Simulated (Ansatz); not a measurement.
`CSB(C)C` + H–F → `CB(C)F` + CH₃SH at 298.15 K and 1 bar (ligand exchange at a B–S bond).

Program: Ansatz. Geometries: PBE0-D4/def2-TZVP. ΔE: electronic, gas phase. CCSD(T)/CBS adds triple-zeta CCSD(T) − MP2 to the extrapolated MP2 energy (def2 sets, frozen cores). This one scheme is used for every species. Each species was taken in one conformer, which may not be the lowest.

```csv
species,CCSD(T)/CBS energy (Eh),H − E (kJ/mol),S (J/(mol·K))
`CSB(C)C`,-542.19673,329.9,369.2
H–F,-100.39570,33.5,173.6
`CB(C)F`,-204.38401,226.6,312.2
CH₃SH,-438.22835,133.0,253.2
```

H − E and S are ideal-gas, rigid-rotor, harmonic terms from PBE0-D4/def2-TZVP, for one conformer and one mirror image of each species. 1 Eh = 2625.50 kJ/mol, R = 8.31446 J/(mol·K).

Problem. By hand: ΔE, ΔH, ΔS and ΔG.

Solution. ΔE = (-204.38401) + (-438.22835) − (-542.19673) − (-100.39570) = -0.01993 Eh = -52.3 kJ/mol. Δ(H − E) = 226.6 + 133.0 − 329.9 − 33.5 = -3.8, so ΔH = -56.1 kJ/mol. ΔS = 312.2 + 253.2 − 369.2 − 173.6 = 22.6 J/(mol·K). ΔG = -56.1 − 298.15 × (22.6)/1000 = -62.8 kJ/mol.

Problem. By hand: the equilibrium constant, and the temperature at which ΔG would vanish if ΔH and ΔS stayed fixed.

Solution. log₁₀ K = −ΔG/(RT ln 10) = 11.0. ΔH and −TΔS have one sign here, so there is no such temperature.

ΔH outweighs TΔS. A doubt of 5 kJ/mol in ΔE shifts log₁₀ K by 0.9 here. Other conformers and mirror images would add mixing entropy, several J/(mol·K) or more a flexible species. Modes under 60 cm⁻¹, often nearly free rotors, make the harmonic entropy too high. These are equilibria of isolated gas molecules and say nothing of rates. Largest T1 diagnostic: 0.012 (customary marks: 0.02 for closed shells, 0.045 for open ones).
